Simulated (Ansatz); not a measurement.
Ansatz (a first-principles code) was given this input:
Ansatz 0.2 input:
```yaml
crystal:
  periodic: [false, false, false]
  atoms:
    - {symbol: I, position_ang: [-0.00000000, -0.00000000, -1.31100831]}
    - {symbol: I, position_ang: [0.00000000, 0.00000000, 1.31100831]}
basis:
  gaussian:
    orbitals: def2-SVP
hamiltonian:
  xc: b3lyp
total_charge: 1
magnetization: {spin_polarized: true, initial_magnetization: 1}
```

Q: What does this run give for the <S^2>, number of basis functions, total energy?

A: 
| Quantity | Result |
|---|---|
| <S^2> | 0.752 |
| number of basis functions | 52 |
| total energy | -595.2524 Eh |
